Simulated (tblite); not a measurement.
Species: C₆H₈O₃.
Bonds: C1–C2 (double), C2–C3, C3–O4 (double), C3–C5, C5–O6, O6–C7, C7–C8, C7–O9 (double). Hydrogens: H10, H11 on C1; H12 on C2; H13, H14 on C5; H15, H16, H17 on C8.

Computed with GFN2-xTB (tblite), gas phase: Langevin dynamics at 600 K from the optimised GFN2-xTB geometry, time step 0.5 fs, friction 0.01 fs⁻¹, 2000 steps. The instantaneous temperature is 2·E(kin)/(3Nk) with all 3N coordinates.

```
t (fs)  T (K)  E(pot) above start (eV)  C1=C2 (Å)  C2–C3 (Å)  C3=O4 (Å)  C3–C5 (Å)  C5–O6 (Å)  C1–H10 (Å)  C1–C2–C3–O4 (°)
     0    518                    0.000      1.327      1.476      1.205      1.529      1.414       1.078               -7
    25    314                    0.890      1.323      1.442      1.177      1.549      1.469       1.107              -14
    50    446                    0.827      1.334      1.449      1.210      1.572      1.367       1.060              -20
    75    454                    0.632      1.322      1.457      1.220      1.532      1.401       1.093              -15
   100    325                    0.676      1.331      1.517      1.183      1.569      1.399       1.068              -36
   125    435                    0.615      1.356      1.498      1.228      1.485      1.474       1.083              -10
   150    322                    0.739      1.336      1.457      1.228      1.459      1.471       1.114               -6
   175    430                    0.662      1.317      1.502      1.188      1.579      1.389       1.077               18
   200    397                    0.931      1.302      1.523      1.200      1.567      1.345       1.082               17
   225    484                    0.958      1.348      1.429      1.237      1.497      1.427       1.103               17
   250    453                    1.033      1.384      1.467      1.228      1.565      1.502       1.094               28
   275    507                    0.933      1.325      1.476      1.192      1.535      1.457       1.065               26
   300    410                    1.224      1.283      1.460      1.217      1.504      1.463       1.047               38
   325    514                    1.069      1.304      1.467      1.217      1.562      1.411       1.045               27
   350    518                    1.044      1.365      1.420      1.201      1.617      1.427       1.112                1
   375    600                    0.957      1.352      1.393      1.181      1.591      1.406       1.118                3
   400    678                    0.922      1.307      1.494      1.213      1.539      1.415       1.051              -32
   425    598                    1.319      1.262      1.551      1.209      1.532      1.477       1.122              -47
   450    651                    1.174      1.345      1.505      1.188      1.544      1.443       1.091              -67
   475    431                    1.449      1.371      1.447      1.213      1.511      1.449       1.034              -65
   500    530                    1.324      1.286      1.453      1.172      1.580      1.369       1.117              -68
   525    670                    1.162      1.291      1.511      1.221      1.545      1.375       1.175              -57
   550    510                    1.156      1.333      1.541      1.218      1.527      1.434       1.071              -51
   575    470                    1.353      1.332      1.516      1.163      1.535      1.410       1.025              -33
   600    490                    0.999      1.313      1.485      1.216      1.553      1.473       1.132              -18
   625    546                    1.101      1.397      1.526      1.205      1.527      1.452       1.095                4
   650    442                    1.227      1.420      1.546      1.201      1.502      1.390       1.012               19
   675    522                    1.152      1.370      1.453      1.238      1.523      1.384       1.071               39
   700    362                    1.242      1.283      1.458      1.214      1.616      1.485       1.146               25
   725    475                    0.956      1.328      1.510      1.167      1.513      1.427       1.093               33
   750    412                    1.347      1.355      1.515      1.208      1.426      1.364       1.030               30
   775    607                    0.986      1.362      1.510      1.226      1.564      1.339       1.102               20
   800    439                    1.310      1.310      1.411      1.220      1.699      1.423       1.097               24
   825    590                    0.950      1.297      1.476      1.183      1.511      1.426       1.063               17
   850    392                    1.223      1.341      1.599      1.171      1.479      1.470       1.106               18
   875    571                    0.971      1.324      1.461      1.237      1.499      1.495       1.041               23
   900    711                    1.033      1.341      1.405      1.269      1.484      1.427       1.116               15
   925    711                    0.915      1.384      1.444      1.178      1.535      1.419       1.134              -22
   950    732                    1.033      1.398      1.451      1.198      1.570      1.375       1.039              -22
   975    522                    1.143      1.304      1.460      1.263      1.548      1.467       1.039               -6
  1000    627                    1.259      1.303      1.545      1.190      1.571      1.455       1.193              -22
```

Q: From 500 fs on, how do temperature and potential energy compare with equipartition?

A: The mean temperature of these 21 frames is 540 K against the target 600 K, and the mean potential energy 1.14 eV against 45 × kT/2 = 1.16 eV for 45 classical harmonic modes. For 17 atoms in a canonical ensemble the temperature itself scatters by T·√(2/(3N)) = 119 K; here its standard deviation is 105 K. The whole run lasts only 10 friction times of 100 fs, so these averages carry a wide statistical error.

Q: What are the kinetic and total energies of the listed frame with the highest potential energy?

A: The one at 475 fs, 1.449 eV above the start. Its kinetic energy is 3NkT/2 = 0.946 eV at 431 K, so the sum is 2.40 eV; over the listed frames the sum runs from 1.14 to 2.64 eV, since the thermostat adds and removes energy.

Q: How much do the listed bonds fluctuate from 500 fs on?

A: 
```csv
bond,at the start (Å),mean (Å),standard deviation (Å)
C1=C2,1.327,1.337,0.039
C2–C3,1.476,1.489,0.047
C3=O4,1.205,1.208,0.029
C3–C5,1.529,1.539,0.054
C5–O6,1.414,1.422,0.043
C1–H10,1.078,1.090,0.049
```

The motion is classical and holds no zero-point motion.

What follows is the cost of the whole dynamics run. On an Intel Xeon at 2.50 GHz with one thread, no GPU (shared host), this took 43 s and 0.18 GiB of memory at its peak.
